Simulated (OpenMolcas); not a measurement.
An OpenMolcas run meant for Pt II (ANO-RCC-VDZP, DKH3; inactive shells 1s 2s 2p 3s 3p 3d 4s 4p 4d 4f 5s 5p; intended active space 9 electrons in 6 orbitals (5d 6s)). One step of its input:

```
&CASPT2
Multistate=10 1 2 3 4 5 6 7 8 9 10
Frozen=14 16
IPEA=0.25
Imaginary=0.1
MaxIter=60
WThr=0.0 0.3 0.05
PrWF=0.5
NoMix
Shift=0.2
Sig2=0.3
```

Lines from the output:

```
|
   -----------------------------------------------------------------------------------------
++ ---------   Input file   ---------
>>> COPY JOB001 $Project.JobIph
&CASPT2
Multistate=10 1 2 3 4 5 6 7 8 9 10
Frozen=14 16
IPEA=0.25
Imaginary=0.1
MaxIter=60
WThr=0.0 0.3 0.05
PrWF=0.5
NoMix
Shift=0.2
Sig2=0.3
-- ----------------------------------
>>> COPY JOB001 a.JobIph
*** symbolic link created: INPORB -> a.RasOrb
--- Start Module: caspt2 at  ---
()()()()()()()()()()()()()()()()()()()()()()()()()()()()()()()()()()()()()()()()()()()()()()()()()()
                                              &CASPT2
                                   only a single process is used
                       available to each process: 2.3 GB of memory, 1 thread
()()()()()()()()()()()()()()()()()()()()()()()()()()()()()()()()()()()()()()()()()()()()()()()()()()
 ###    ERROR: More than one intruder-state removal technique                ###
 ###    active: SHIFt/IMAGinary/SIG1/SIG2 are mutually exclusive!            ###
--- Stop Module: caspt2 at  /rc=_RC_INPUT_ERROR_ ---
.####################.
.# User input error #.
.####################.
```

Task: What is wrong with the input?

Result: More than one intruder-state remedy is switched on.
